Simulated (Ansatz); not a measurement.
C₄H₁₁O₂Si (SMILES CCO[SiH]OCC), doublet, at a GFN2-xTB geometry; B3LYP5/STO-3G (Ansatz, a program for electronic structure).

The Ansatz input:
Ansatz 0.2 input:
```yaml
crystal:
  periodic: [false, false, false]
  atoms:
    - {symbol: C, position_ang: [-3.23607282, -0.47201656, 0.21462063]}
    - {symbol: C, position_ang: [-2.17238664, 0.10055917, 1.13931068]}
    - {symbol: O, position_ang: [-0.91019509, 0.17074665, 0.55878731]}
    - {symbol: Si, position_ang: [-0.08928474, -0.89283056, -0.37384442]}
    - {symbol: O, position_ang: [1.42747813, -0.35186110, -0.46653669]}
    - {symbol: C, position_ang: [1.88766280, 0.97642545, -0.57794778]}
    - {symbol: C, position_ang: [3.31832513, 1.06106807, -0.07260705]}
    - {symbol: H, position_ang: [-4.20522603, -0.44283066, 0.70511338]}
    - {symbol: H, position_ang: [-3.28585892, 0.10867489, -0.70287510]}
    - {symbol: H, position_ang: [-2.99209270, -1.50125425, -0.03652569]}
    - {symbol: H, position_ang: [-2.43920080, 1.12404620, 1.42921187]}
    - {symbol: H, position_ang: [-2.11248878, -0.50952961, 2.05071206]}
    - {symbol: H, position_ang: [-0.71769907, -0.97657701, -1.69145660]}
    - {symbol: H, position_ang: [1.23847200, 1.64213552, -0.00011180]}
    - {symbol: H, position_ang: [1.83827781, 1.27270531, -1.63337935]}
    - {symbol: H, position_ang: [3.69035593, 2.07741275, -0.17491566]}
    - {symbol: H, position_ang: [3.35920806, 0.76930099, 0.97362841]}
    - {symbol: H, position_ang: [3.95280357, 0.38824236, -0.64384373]}
basis:
  gaussian:
    orbitals: STO-3G
hamiltonian:
  xc: b3lyp5
magnetization: {spin_polarized: true, initial_magnetization: 1}
```

What does Ansatz print? Leave out banner, timings and long lists.


```
Functional definition: B3LYP5
687 factors; integrals over basis functions are off by at most 3.9e-5 eV
mean field evaluation 1: about -16089.8454 eV, gradient 1.8e1 eV
mean field evaluation 2: about -16089.0949 eV, gradient 2.3e1 eV
mean field evaluation 4: about -16091.9664 eV, gradient 9.9e-1 eV
mean field evaluation 8: about -16091.9065 eV, gradient 2.7e-2 eV
mean field -16091.90653846 eV, -591.3666578023 hartree, gradient 2.0e-5 eV, S^2 0.751446; 0 other end points of the search recorded, 0 dependent functions left out
reference -16091.90679122 eV, -591.3666670911 hartree; 33, 32 occupied and 17, 18 virtual orbitals, 687 factors
Total energy: -16091.90679122 eV, -591.3666670911 hartree
```
